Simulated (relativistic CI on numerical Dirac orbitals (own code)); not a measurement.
Computed by Dirac-Coulomb-Breit CI, KLI orbitals optimised for each configuration, QED by a radiative potential, unscaled Slater integrals (own radial code, finite nucleus).

The strongest absorption lines from the ground level of an ion, among the configurations computed and to levels below about 627 eV (vacuum wavelength in Å, gf): 20.925 (0.16), 56.018 (1.4), 61.273 (2.1), 64.161 (0.23), 67.710 (0.2), 69.048 (0.41), 69.761 (0.62), 73.130 (0.43).

(1) Which ion is it?
A. Sn30+
B. Pd28+
C. Ru24+
D. Pd26+

Answers

(1) D. Pd26+ has 20 electrons and the ground level 3s2.3p6.3d2 3F_2; the strongest line goes to 3s2.3p5.3d3 3F°_2. The pattern of lines fixes the number of electrons, and along that sequence the line energies rise steadily with the charge (about as its square where n changes within one kind of shell, about linearly where n is kept but much faster in heavy ions where fine structure, which grows about as Z⁴, sets the gap, and irregularly where shells cross), which fixes Z. Configurations outside the model, such as inner-shell arrays, can give stronger lines. At this charge energies of transitions that change n are usually good to better than 1 %, and those within a shell (Δn = 0) to a few per cent. Terms inside the open d or f shell come out 10 to 20 % too wide with unscaled integrals.

LS names give the leading component of a level, which can be under half, so a name can repeat, a term be missing and a line seem to break the LS rules.
